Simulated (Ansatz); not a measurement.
A set of 12 reactions (ligand exchange), with CCSD(T)/CBS values in kJ/mol:

| reaction | ΔE |
| --- | --- |
| `CC([SiH3])I` + `NCF` → `FCN[SiH3]` + `CCI` | -44.2 |
| `F[SiH](F)[S][GeH3]` + `N[SiH2][SiH3]` → `[SiH3][SiH2][NH][GeH3]` + `F[SiH](F)S` | 43.2 |
| `N[Si]1(F)CO1` + CH₃OH → `CO[Si]1(F)CO1` + NH₃ | -33.7 |
| `[F][GeH]([AlH2])[SiH3]` + `[OH][Sn][OH]` → `[OH][Sn][O][SiH3]` + `[F][GeH2][AlH2]` | -86.0 |
| `F[SiH](F)[GeH3]` + `N=C=S` → `S=C=[N][GeH3]` + `F[SiH2]F` | -46.7 |
| `FB(F)[Si](F)(F)F` + `CNC` → `CN(C)B(F)F` + `F[SiH](F)F` | -161.3 |
| `[SiH3][SiH2][SiH3]` + `[NH2][AlH][OH]` → `[NH2][AlH][O][SiH2][SiH3]` + SiH₄ | -96.1 |
| `BBC=C` + `CCN[SiH3]` → `BN([SiH3])CC` + `BC=C` | -157.1 |
| `BSC` + `C=C[SiH2]N` → `BN[SiH2]C=C` + CH₃SH | -34.9 |
| `C=C[SiH2]S` + `[SH][GeH3]` → `C=C[SiH2][S][GeH3]` + H₂S | -10.8 |
| `S[S][GeH3]` + `O[SiH](O)O` → `O[SiH](O)[O][GeH3]` + `SS` | 10.3 |
| `N[Si@H](F)S[Si@@H](N)O` + CH₃NH₂ → `CN[SiH](N)O` + `N[SiH](F)S` | 10.0 |

Calculated with Ansatz (gas phase, PBE0-D4/def2-TZVP geometries, no zero-point term in ΔE). CCSD(T)/CBS adds triple-zeta CCSD(T) − MP2 to the extrapolated MP2 energy (def2 sets, frozen cores). This one scheme is used for every species. DFT in def2-TZVPP. B3LYP here is the variant with VWN-RPA as its local correlation; programs differ in this. Elements past krypton have def2 core potentials. For Ge, I, Sn outer-core shells are correlated without core-valence functions, which leaves a few kJ/mol of doubt a bond. Scalar relativity is left out up to krypton. Each species was taken in one conformer, which may not be the lowest.

Task: Give the mean, mean absolute and largest difference (level minus CCSD(T)/CBS, kJ/mol) for: PBE-D4, r2SCAN-D4, PBE0-D4, B3LYP-D4, ωB97X-V, ωB97M-V, PBE, HF/def2-TZVPP, MP2/def2-TZVPP, SCS-MP2/def2-TZVPP, CCSD/def2-TZVPP, SCS-MP2/def2-QZVPP, HF/CBS(def2), CCSD/CBS(def2). (An estimate is asked.)

Result: Computed: 
```csv
level,mean,mean absolute,largest
PBE-D4,12.7,12.7,26.1
r2SCAN-D4,5.1,5.4,13.3
PBE0-D4,8.3,8.3,15.4
B3LYP-D4,0.8,2.8,6.6
ωB97X-V,0.9,2.7,7.1
ωB97M-V,0.1,1.9,3.8
PBE,13.2,13.2,25.6
HF/def2-TZVPP,-11.9,16.1,-32.4
MP2/def2-TZVPP,-3.9,4.2,-14.4
SCS-MP2/def2-TZVPP,-6.6,6.9,-18.9
CCSD/def2-TZVPP,-3.7,4.5,-8.4
SCS-MP2/def2-QZVPP,-5.7,5.9,-16.9
HF/CBS(def2),-13.0,17.2,-33.7
CCSD/CBS(def2),-1.5,2.6,-5.3
```

The largest T1 diagnostic in the set is 0.019, for `N=C=S` (customary mark 0.02).

CCSD(T)/CBS is a level of theory with its own doubt, and the functionals carry their triple-zeta basis error, so these figures describe this set and don't rank the functionals.
